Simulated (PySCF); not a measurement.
Where does 3-cyanopyridine take a proton?

Molecule: 3-cyanopyridine, `N#Cc1cccnc1` (C6H4N2). Numbering: `[N:1]#[C:2][c:3]1[cH:4][cH:5][cH:6][n:7][cH:8]1` These are map numbers, not IUPAC locants.

Computed at ωB97X-D3(BJ)/def2-TZVP // PBE0-D3(BJ)/def2-SVP with PySCF (density fitting, grid level 2). ωB97X-D3(BJ) is ωB97X-V with D3(BJ) in place of VV10. Zero-point and thermal terms (298.15 K, 1 bar) come from unscaled PBE0-D3(BJ)/def2-SVP harmonic frequencies, with soft modes damped to free rotors in the entropy.

| site | product | PA / eV | GB / eV | gas share |
| --- | --- | --- | --- | --- |
| N7 (pyridine-type nitrogen) | `N#Cc1ccc[nH+]c1` | 9.18 | 8.85 | > 99.9 % |
| N1 (nitrile nitrogen) | `[NH+]#Cc1cccnc1` | 8.36 | 8.04 | < 0.1 % |

PA is −ΔH and GB is −ΔG of B + H⁺ → BH⁺ in the gas phase. Shares are Boltzmann weights among the listed products; an error of 10 kJ/mol changes a ratio about 56-fold. Sites whose products fell apart, merged with another or lost in a GFN2-xTB screen aren't listed.

Among these, N7 (pyridine-type nitrogen) wins by 0.81 eV in gas-phase free energy over N1.

Measured values (NIST Chemistry WebBook, evaluated or the median of agreeing entries): proton affinity (−ΔH) 877 kJ/mol (computed 886, difference 9); gas-phase basicity (−ΔG) 845 kJ/mol (computed 854, difference 9). These are compared with the most favourable site that keeps the skeleton.

Run with `OMP_NUM_THREADS=1 python redox_run.py task.json out` on 1 thread of Arm Neoverse V1, a shared host. Structures, frequencies and single points: 23 min of wall time.
